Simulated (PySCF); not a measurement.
SiHFBr2, SMILES Br[SiH](F)Br. Coordinates come from a PBE-D3(BJ)/def2-SVP optimisation. This is a generated structure with no PubChem entry under its InChIKey; it may be hypothetical.

Computed equilibrium geometry at PBE-D3(BJ)/def2-SVP (PySCF confirms it by a frequency run) as a Z-matrix, and its point group:
point group Cs.
```
Si
F 1 1.6276
H 1 1.4887 2 108.74
Br 1 2.2147 3 110.31 2 118.74
Br 1 2.2147 3 110.31 2 -118.74
```
